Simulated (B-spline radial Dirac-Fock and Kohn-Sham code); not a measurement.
## Relativistic shifts of the levels of Kr²⁷⁺

System: the Kr²⁷⁺ ion in the configuration [He] 2s2 2p5.

Both columns are ΔSCF binding energies of the configuration average from a radial atomic solver: non-relativistic Hartree-Fock with a point nucleus, and Dirac-Fock with a finite nucleus and the Coulomb interaction alone, averaged over the two j levels with weights 2j+1.

```
shell  Hartree-Fock (eV)  Dirac-Fock (eV)  shift (eV)  shift (%)
   1s            15608.6          15878.3     +269.78      +1.73
   2s             3224.1           3294.0      +69.92      +2.17
   2p             3070.8           3094.1      +23.27      +0.76
```

Relativity binds 1s, 2s, 2p more strongly, among those listed most of all 2s in relative terms.

Values without a named source are computed, but for edge energies of neutral atoms, which are taken from tables.
